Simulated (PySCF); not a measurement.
C3H6O2Si. Atoms are numbered in the order given.

```xyz
12

O     -2.1132     1.0311    -0.1338
C     -1.0676     0.4524    -0.0970
C     -0.8948    -1.0661     0.0579
C      0.5370    -1.4208     0.5086
Si     1.5076     0.0969    -0.0674
O      0.1301     1.0946    -0.2311
H     -1.1131    -1.4961    -0.9351
H     -1.6805    -1.4336     0.7333
H      0.5954    -1.4930     1.6069
H      0.8878    -2.3788     0.0993
H      2.1832    -0.0466    -1.3842
H      2.4368     0.6922     0.9249
```

Coordinates come from a B3LYP-D3(BJ)/def2-SVP optimisation. Other conformers were not sampled.

All values below come from PySCF with PBE/pcSseg-1.

GIAO shieldings, no solvent; atoms listed in one row are averaged. δ = σ(ref) − σ: ¹⁷O against H2O (σ = 334.3 ppm); ¹³C against TMS (σ = 182.0 ppm); ²⁹Si against TMS (σ = 335.4 ppm); ¹H against TMS (σ = 31.49 ppm), references at their B3LYP-D3(BJ)/def2-TZVP geometries, non-relativistic.

| nucleus | atoms | count | δ (ppm) |
|---|---|---|---|
| ¹⁷O | O1 | 1 | 455.4 |
| ¹⁷O | O6 | 1 | 227.7 |
| ¹³C | C2 | 1 | 175.6 |
| ¹³C | C3 | 1 | 32.4 |
| ¹³C | C4 | 1 | 9.1 |
| ²⁹Si | Si5 | 1 | 5.8 |
| ¹H | H11, H12 | 2 | 5.52 |
| ¹H | H8 | 1 | 2.75 |
| ¹H | H7 | 1 | 2.59 |
| ¹H | H9 | 1 | 1.65 |
| ¹H | H10 | 1 | 1.42 |
